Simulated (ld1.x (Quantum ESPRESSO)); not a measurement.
**LDA (PZ) TM dataset for antimony, scalar-relativistic all-electron reference.**

The input file (ld1.x (Quantum ESPRESSO) 7.5):

```
&input
   title='Sb', zed=51., rel=1, dft='PZ', iswitch=3,
   config='[Kr] 4d10 5s2 5p3',
   nld=2, rlderiv=2.50, eminld=-3.0, emaxld=5.0, deld=0.02
 /
 &inputp
   pseudotype=2, tm=.true., lloc=-1, rcloc=2.05,
   nlcc=.true.,
   file_pseudopw='Sb.UPF', file_wfcaegen='ae.wfc', file_wfcncgen='nc.wfc', file_beta='beta', file_chi='chi'
 /
2
5S  1  0   2.00   0.00  1.75  1.75  0.0
5P  2  1   3.00   0.00  2.30  2.30  0.0
 &test
   configts(1)='5s2 5p3'
 /
```

Command:

```bash
ld1.x < Sb.in > Sb.out
```

Resulting log (shortened: banner, matrices, multipoles, cross overlaps and the repeated all-electron block are left out):

```
Program LD1 v.7.5
     --------------------------- All-electron run ----------------------------

     Sb
     scalar relativistic calculation

     atomic number is 51.00
     dft =PZ   lsd =0 sic =0 latt =0  beta=0.20 tr2=1.0E-14
     Exchange-correlation= PZ
                           (   1   1   0   0   0   0   0)
     mesh =1243 r(mesh) =  98.80758 a.u. xmin = -7.00 dx = 0.01250
     1 Ry =  13.60569312 eV, c = 137.03599908

     n l     nl                  e(Ry)          e(Ha)          e(eV)
     1 0     1S 1( 2.00)     -2224.8649     -1112.4325    -30270.8293
     2 0     2S 1( 2.00)      -338.6284      -169.3142     -4607.2746
     2 1     2P 1( 6.00)      -304.1831      -152.0916     -4138.6221
     3 0     3S 1( 2.00)       -66.3504       -33.1752      -902.7430
     3 1     3P 1( 6.00)       -55.1211       -27.5606      -749.9614
     4 0     4S 1( 2.00)       -10.9139        -5.4569      -148.4905
     4 1     4P 1( 6.00)        -7.4675        -3.7337      -101.6004
     3 2     3D 1(10.00)       -37.9345       -18.9673      -516.1256
     4 2     4D 1(10.00)        -2.4660        -1.2330       -33.5520
     5 0     5S 1( 2.00)        -0.9620        -0.4810       -13.0887
     5 1     5P 1( 3.00)        -0.3674        -0.1837        -4.9986

     final scf error:  8.4E-15 reached in  36 iterations

     Etot =  -12951.934048 Ry,   -6475.967024 Ha, -176220.040001 eV

     Ekin =   13543.041591 Ry,    6771.520796 Ha,  184262.467844 eV
     Encl =  -31335.967830 Ry,  -15667.983915 Ha, -426347.562012 eV
     Eh   =    5170.137657 Ry,    2585.068829 Ha,   70343.306368 eV
     Exc  =    -329.145466 Ry,    -164.572733 Ha,   -4478.252201 eV

     normalization and overlap integrals

     s(1S/1S) =  1.000000  <r> =   0.0284  <r2> =    0.0011  r(max) =   0.0184
     s(2S/2S) =  1.000000  <r> =   0.1227  <r2> =    0.0178  r(max) =   0.1034
     s(2P/2P) =  1.000000  <r> =   0.1072  <r2> =    0.0140  r(max) =   0.0826
     s(3S/3S) =  1.000000  <r> =   0.3311  <r2> =    0.1253  r(max) =   0.2991
     s(3P/3P) =  1.000000  <r> =   0.3292  <r2> =    0.1257  r(max) =   0.2954
     s(4S/4S) =  1.000000  <r> =   0.7907  <r2> =    0.7075  r(max) =   0.7266
     s(4P/4P) =  1.000000  <r> =   0.8524  <r2> =    0.8302  r(max) =   0.7639
     s(3D/3D) =  1.000000  <r> =   0.3056  <r2> =    0.1108  r(max) =   0.2449
     s(4D/4D) =  1.000000  <r> =   1.0318  <r2> =    1.2597  r(max) =   0.8442
     s(5S/5S) =  1.000000  <r> =   2.2156  <r2> =    5.5952  r(max) =   1.8789
     s(5P/5P) =  1.000000  <r> =   2.9038  <r2> =    9.8247  r(max) =   2.3237

     ------------------------ End of All-electron run ------------------------

     --------------------- Generating NC pseudopotential ---------------------

      Generating local potential from pseudized AE potential:
      Matching radius rcloc =   2.0500

      Local pseudo, rcloc= 2.051 Estimated cut-off energy=     5.92 Ry

      Computing core charge for nlcc:

       r > 1.62 : true rho core
       r < 1.62 : rho core = a sin(br)/r    a=   4.82  b=   1.67

      Integrated core pseudo-charge :   6.02

      Wfc   5S  rcut= 1.765  Using Troullier-Martins method

      Wfc   5P  rcut= 2.324  Using Troullier-Martins method

     ------------------- End of pseudopotential generation -------------------

     Computing logarithmic derivative in   2.48916
     Computing logarithmic derivative in   2.48916
     Computing the partial wave expansion
     R is outside the sphere for l=    0 j= 0.00
     R is outside the sphere for l=    1 j= 0.00

     ---------------------- Testing the pseudopotential ----------------------

     Sb
     scalar relativistic calculation

     atomic number is 51.00   valence charge is  5.00
     dft =PZ   lsd =0 sic =0 latt =0  beta=0.20 tr2=1.0E-14
     mesh =1243 r(mesh) =  98.80758 xmin = -7.00 dx = 0.01250

     n l     nl             e AE (Ry)        e PS (Ry)    De AE-PS (Ry)
     1 0     5S   1( 2.00)       -0.96200       -0.96201        0.00000
     2 1     5P   1( 3.00)       -0.36739       -0.36739        0.00000

     eps = 3.2E-16  iter =  4

     Etot =  -12951.934048 Ry,   -6475.967024 Ha, -176220.040001 eV
     Etotps =   -17.364676 Ry,      -8.682338 Ha,    -236.258458 eV

     Ekin =       3.233123 Ry,       1.616561 Ha,      43.988879 eV
     Encl =     -22.023094 Ry,     -11.011547 Ha,    -299.639459 eV
     Ehrt =       8.603902 Ry,       4.301951 Ha,     117.062045 eV
     Ecxc =      -9.565529 Ry,      -4.782764 Ha,    -130.145652 eV
     (Ecc =      -6.237764 Ry,      -3.118882 Ha,     -84.869104 eV)
     Epseu=       2.386922 Ry,       1.193461 Ha,      32.475730 eV

     ---------------------- End of pseudopotential test ----------------------
```

Generation and configuration tests took about 2.6 s on one core of a shared server CPU.

Transferability test of the new file with ld1.x, input:

```
&input
   title='Sb', zed=51., rel=1, dft='PZ', iswitch=2,
   config='[Kr] 4d10 5s2 5p3'
 /
 &test
   file_pseudo='Sb.UPF', nconf=10,
   configts(1)='5s2 5p3',
   configts(2)='5s2 5p2',
   configts(3)='5s2 5p1',
   configts(4)='5s2 5p0',
   configts(5)='5s1 5p4',
   configts(6)='5s2 5p3.3',
   configts(7)='5s1 5p3',
   configts(8)='5s0 5p5',
   configts(9)='5s2 5p3', lsdts(9)=1,
   configts(10)='5s2 5p2', lsdts(10)=1
 /
```

```bash
ld1.x < Sb.test.in > Sb.test.out
```

Pseudopotential blocks of its output, shortened (energy terms left out):

```
     ---------------------- Testing the pseudopotential ----------------------

     n l     nl             e AE (Ry)        e PS (Ry)    De AE-PS (Ry)
     1 0     5S   1( 2.00)       -0.96200       -0.96201        0.00000
     2 1     5P   1( 3.00)       -0.36739       -0.36739        0.00000

     eps = 4.1E-16  iter =  4

     Etot =  -12951.934048 Ry,   -6475.967024 Ha, -176220.040001 eV
     Etotps =   -17.364676 Ry,      -8.682338 Ha,    -236.258459 eV

     ---------------------- End of pseudopotential test ----------------------

          ---------------------- Testing the pseudopotential ----------------------

     n l     nl             e AE (Ry)        e PS (Ry)    De AE-PS (Ry)
     1 0     5S   1( 2.00)       -1.54031       -1.54088        0.00057
     2 1     5P   1( 2.00)       -0.89919       -0.89951        0.00032

     eps = 3.8E-16  iter =  7

     Etot =  -12951.307777 Ry,   -6475.653888 Ha, -176211.519150 eV
     Etotps =   -16.738167 Ry,      -8.369083 Ha,    -227.734360 eV
     dEtot_ae =       0.626271 Ry
     dEtot_ps =       0.626510 Ry,   Delta E=      -0.000239 Ry

     ---------------------- End of pseudopotential test ----------------------

          ---------------------- Testing the pseudopotential ----------------------

     n l     nl             e AE (Ry)        e PS (Ry)    De AE-PS (Ry)
     1 0     5S   1( 2.00)       -2.19172       -2.19508        0.00335
     2 1     5P   1( 1.00)       -1.50031       -1.50273        0.00242

     eps = 6.6E-15  iter =  9

     Etot =  -12950.113182 Ry,   -6475.056591 Ha, -176195.265860 eV
     Etotps =   -15.542131 Ry,      -7.771065 Ha,    -211.461459 eV
     dEtot_ae =       1.820866 Ry
     dEtot_ps =       1.822546 Ry,   Delta E=      -0.001680 Ry

     ---------------------- End of pseudopotential test ----------------------

          ---------------------- Testing the pseudopotential ----------------------

     n l     nl             e AE (Ry)        e PS (Ry)    De AE-PS (Ry)
     1 0     5S   1( 2.00)       -2.89570       -2.90646        0.01077  !
     2 1     5P   1( 0.00)       -2.15062       -2.15937        0.00876  !

     eps = 3.4E-18  iter =  7

     Etot =  -12948.291508 Ry,   -6474.145754 Ha, -176170.480726 eV
     Etotps =   -13.714913 Ry,      -6.857456 Ha,    -186.600895 eV
     dEtot_ae =       3.642540 Ry
     dEtot_ps =       3.649764 Ry,   Delta E=      -0.007224 Ry

     ---------------------- End of pseudopotential test ----------------------

          ---------------------- Testing the pseudopotential ----------------------

     n l     nl             e AE (Ry)        e PS (Ry)    De AE-PS (Ry)
     1 0     5S   1( 1.00)       -1.02109       -1.02239        0.00130
     2 1     5P   1( 4.00)       -0.40912       -0.40921        0.00010

     eps = 1.2E-15  iter =  7

     Etot =  -12951.330682 Ry,   -6475.665341 Ha, -176211.830795 eV
     Etotps =   -16.760682 Ry,      -8.380341 Ha,    -228.040689 eV
     dEtot_ae =       0.603366 Ry
     dEtot_ps =       0.603995 Ry,   Delta E=      -0.000629 Ry

     ---------------------- End of pseudopotential test ----------------------

          ---------------------- Testing the pseudopotential ----------------------

     n l     nl             e AE (Ry)        e PS (Ry)    De AE-PS (Ry)
     1 0     5S   1( 2.00)       -0.80796       -0.80799        0.00003
     2 1     5P   1( 3.30)       -0.22600       -0.22602        0.00003

     eps = 4.2E-15  iter =  7

     Etot =  -12952.022783 Ry,   -6476.011392 Ha, -176221.247310 eV
     Etotps =   -17.453437 Ry,      -8.726718 Ha,    -237.466102 eV
     dEtot_ae =      -0.088736 Ry
     dEtot_ps =      -0.088760 Ry,   Delta E=       0.000025 Ry

     ---------------------- End of pseudopotential test ----------------------

          ---------------------- Testing the pseudopotential ----------------------

     n l     nl             e AE (Ry)        e PS (Ry)    De AE-PS (Ry)
     1 0     5S   1( 1.00)       -1.60138       -1.60374        0.00236
     2 1     5P   1( 3.00)       -0.94626       -0.94709        0.00082

     eps = 4.5E-16  iter =  7

     Etot =  -12950.659650 Ry,   -6475.329825 Ha, -176202.700943 eV
     Etotps =   -16.089126 Ry,      -8.044563 Ha,    -218.903706 eV
     dEtot_ae =       1.274397 Ry
     dEtot_ps =       1.275551 Ry,   Delta E=      -0.001153 Ry

     ---------------------- End of pseudopotential test ----------------------

          ---------------------- Testing the pseudopotential ----------------------

     n l     nl             e AE (Ry)        e PS (Ry)    De AE-PS (Ry)
     1 0     5S   1( 0.00)       -1.07588       -1.07874        0.00286
     2 1     5P   1( 5.00)       -0.44785       -0.44811        0.00026

     eps = 6.1E-16  iter =  7

     Etot =  -12950.710604 Ry,   -6475.355302 Ha, -176203.394208 eV
     Etotps =   -16.138708 Ry,      -8.069354 Ha,    -219.578302 eV
     dEtot_ae =       1.223443 Ry
     dEtot_ps =       1.225969 Ry,   Delta E=      -0.002526 Ry

     ---------------------- End of pseudopotential test ----------------------

          ---------------------- Testing the pseudopotential ----------------------

     n l     nl             e AE (Ry)        e PS (Ry)    De AE-PS (Ry)
     1 0     5S   1( 1.00)       -0.99735       -0.99806        0.00072
     2 1     5P   1( 3.00)       -0.40429       -0.40451        0.00021
     1 0     5S   2( 1.00)       -0.88786       -0.88741       -0.00045
     2 1     5P   2( 0.00)       -0.29253       -0.29241       -0.00012

     eps = 2.3E-15  iter =  9

     Etot =  -12952.014311 Ry,   -6476.007156 Ha, -176221.132047 eV
     Etotps =   -17.445274 Ry,      -8.722637 Ha,    -237.355045 eV
     dEtot_ae =      -0.080264 Ry
     dEtot_ps =      -0.080598 Ry,   Delta E=       0.000334 Ry

     ---------------------- End of pseudopotential test ----------------------

          ---------------------- Testing the pseudopotential ----------------------

     n l     nl             e AE (Ry)        e PS (Ry)    De AE-PS (Ry)
     1 0     5S   1( 1.00)       -1.57409       -1.57529        0.00120
     2 1     5P   1( 2.00)       -0.93426       -0.93479        0.00054
     1 0     5S   2( 1.00)       -1.48844       -1.48887        0.00043
     2 1     5P   2( 0.00)       -0.84484       -0.84529        0.00045

     eps = 8.9E-15  iter =  8

     Etot =  -12951.351223 Ry,   -6475.675612 Ha, -176212.110275 eV
     Etotps =   -16.781706 Ry,      -8.390853 Ha,    -228.326748 eV
     dEtot_ae =       0.582824 Ry
     dEtot_ps =       0.582970 Ry,   Delta E=      -0.000146 Ry

     ---------------------- End of pseudopotential test ----------------------
```
